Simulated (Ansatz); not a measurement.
`[Cl][Sn]([Cl])([Cl])[c]1ccccc1` at its PBE0-D4/def2-TZVP geometry, where that method's forces vanish. The species carries charge 0 and has multiplicity 1. Sn: def2 effective core potential.

```xyz
15

Cl   -2.8895    0.6559    2.6972
Sn   -2.3018   -0.6472    0.8831
Cl   -2.3521   -2.8672    1.5182
Cl   -4.0037   -0.3920   -0.6563
C    -0.4009   -0.1138    0.1569
C     0.3926   -1.0712   -0.4652
C     1.6411   -0.7127   -0.9511
C     2.0916    0.5920   -0.8141
C     1.2990    1.5435   -0.1893
C     0.0491    1.1940    0.2996
H     0.0503   -2.0954   -0.5669
H     2.2635   -1.4563   -1.4352
H     3.0684    0.8684   -1.1940
H     1.6542    2.5615   -0.0787
H    -0.5618    1.9404    0.7958
```

Task: What forces (eV/Å) does B3LYP-D4/def2-TZVPP give on these atoms in Ansatz 0.2.0? (Estimate.)

Result: Ansatz gave: 
```
Cl1 -0.083  0.196  0.274
Sn2  0.112  0.030 -0.040
Cl3 -0.002 -0.333  0.096
Cl4 -0.256  0.042 -0.242
C5   0.066  0.017 -0.022
C6  -0.065 -0.195 -0.023
C7   0.122 -0.147 -0.095
C8   0.200  0.057 -0.078
C9   0.069  0.200  0.022
C10 -0.117  0.144  0.092
H11  0.032  0.085  0.007
H12 -0.042  0.052  0.033
H13 -0.068 -0.019  0.026
H14 -0.023 -0.070 -0.008
H15  0.054 -0.060 -0.042
```

B3LYP here is the variant with VWN-RPA as its local correlation; programs differ in this.
